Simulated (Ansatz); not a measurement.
`C[O][Sn][S]C` + `OC(F)[SeH]` → `COC(F)[SeH]` + `C[S][Sn][OH]`  (substitution at a C–O bond)

Computed with Ansatz on PBE0-D4/def2-TZVP structures; ΔE is electronic, products minus reactants. CCSD(T)/CBS is the MP2 limit (def2-TZVPP, def2-QZVPP) plus CCSD(T) − MP2 in def2-TZVPP, frozen cores. Functionals use def2-TZVPP. B3LYP here is the variant with VWN-RPA as its local correlation; programs differ in this. def2 core potentials past Kr. For Se, Sn outer-core shells are correlated without core-valence functions, which leaves a few kJ/mol of doubt a bond. Scalar relativity is left out up to krypton. Each species was taken in one conformer, which may not be the lowest.

```json
{"level": "r2SCAN-D4", "ΔE (kJ/mol)": "-13.5", "difference from CCSD(T)/CBS": "1.9"}
{"level": "PBE0-D4", "ΔE (kJ/mol)": "-12.4", "difference from CCSD(T)/CBS": "3.0"}
{"level": "B3LYP-D4", "ΔE (kJ/mol)": "-11.7", "difference from CCSD(T)/CBS": "3.7"}
{"level": "ωB97X-V", "ΔE (kJ/mol)": "-16.7", "difference from CCSD(T)/CBS": "-1.3"}
{"level": "ωB97M-V", "ΔE (kJ/mol)": "-16.5", "difference from CCSD(T)/CBS": "-1.1"}
{"level": "B2PLYP", "ΔE (kJ/mol)": "-16.0", "difference from CCSD(T)/CBS": "-0.6"}
{"level": "PBE", "ΔE (kJ/mol)": "-13.0", "difference from CCSD(T)/CBS": "2.4"}
{"level": "r2SCAN", "ΔE (kJ/mol)": "-14.1", "difference from CCSD(T)/CBS": "1.3"}
{"level": "PBE0", "ΔE (kJ/mol)": "-14.5", "difference from CCSD(T)/CBS": "0.9"}
{"level": "B3LYP", "ΔE (kJ/mol)": "-15.3", "difference from CCSD(T)/CBS": "0.1"}
{"level": "HF/def2-TZVPP", "ΔE (kJ/mol)": "-18.2", "difference from CCSD(T)/CBS": "-2.8"}
{"level": "MP2/def2-TZVPP", "ΔE (kJ/mol)": "-16.8", "difference from CCSD(T)/CBS": "-1.4"}
{"level": "CCSD/def2-TZVPP", "ΔE (kJ/mol)": "-17.3", "difference from CCSD(T)/CBS": "-1.9"}
{"level": "CCSD(T)/def2-TZVPP", "ΔE (kJ/mol)": "-16.5", "difference from CCSD(T)/CBS": "-1.1"}
{"level": "HF/def2-QZVPP", "ΔE (kJ/mol)": "-18.3", "difference from CCSD(T)/CBS": "-2.9"}
{"level": "HF/CBS(def2)", "ΔE (kJ/mol)": "-18.3", "difference from CCSD(T)/CBS": "-2.9"}
{"level": "CCSD(T)/CBS", "ΔE (kJ/mol)": "-15.4", "difference from CCSD(T)/CBS": "0"}
```

Largest T1 diagnostic among the species: 0.016.

The D4 term adds +3.7 kJ/mol with B3LYP and +2.1 kJ/mol with PBE0; it sums over pairs of atoms, weighted by their polarisabilities, and B3LYP, whose exchange is more repulsive, gets the larger term.
